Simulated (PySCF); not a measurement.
Species: C4H10Ge.
Atom-mapped SMILES: `[CH3:1][CH2:2]/[CH:3]=[CH:4]/[GeH3:5]` (hydrogens: H6, H7, H8 on C1; H9, H10 on C2; H11 on C3; H12 on C4; H13, H14, H15 on Ge5)

Computed with PySCF at B3LYP/def2-SVPD, non-relativistic, on one gas-phase PBE0-D3(BJ)/def2-SVP geometry that isn't relaxed in the solvent. The solvent is an IEF-PCM continuum (van der Waals radii × 1.2), and excitations are vertical TDDFT with non-equilibrium linear response and a frozen core. The model holds no explicit solvent molecules, cavitation or dispersion. Spin–orbit coupling is left out although an atom past zinc is present.

Gas-phase singlets (H = HOMO, L = LUMO):

```csv
state,E (eV),λ (nm),f,leading configurations
S1,6.638,187,0.105,"H→L+1 71%, H→L 20%"
S2,6.726,184,0.006,H-1→L 93%
S3,6.768,183,0.435,"H→L 69%, H→L+1 23%"
S4,7.038,176,0.029,H→L+2 85%
S5,7.335,169,0.004,"H→L+3 73%, H→L+4 21%"
```

Problem. How does the list change in dichloromethane (ε = 8.93)?

Solution. 
```
state  E (eV)  λ (nm)      f  leading configurations  change by rank (eV)
   S1   6.578     188  0.289      H→L+1 52%, H→L 41%               -0.060
   S2   6.653     186  0.419      H→L 52%, H→L+1 43%               -0.073
   S3   6.697     185  0.010               H-1→L 92%               -0.071
   S4   7.017     177  0.023               H→L+2 88%               -0.021
   S5   7.344     169  0.001    H→L+3 80%, H→L+4 17%               +0.009
```

Problem. How do the frontier levels move from gas to dichloromethane?

Solution. 
| orbital | gas (eV) | solvent (eV) | change (eV) |
| --- | --- | --- | --- |
| LUMO+2 | 0.63 | 0.73 | +0.10 |
| LUMO+1 | 0.28 | 0.30 | +0.02 |
| LUMO | -0.38 | -0.28 | +0.10 |
| HOMO | -7.24 | -7.17 | +0.07 |
| HOMO-1 | -8.41 | -8.30 | +0.11 |
| HOMO-2 | -9.10 | -9.07 | +0.03 |
| HOMO-3 | -9.31 | -9.24 | +0.07 |

The HOMO–LUMO gap goes from 6.87 to 6.88 eV. Rows go by rank; for HOMO-3, HOMO-2, LUMO+1 and LUMO+2 the atom shares or the degeneracy differ between the runs, so the row needn't follow one orbital.

Conformer computed: `[CH3:1][CH2:2]/[CH:3]=[CH:4]/[GeH3:5]`: C1–C2–C3–C4 -122°.
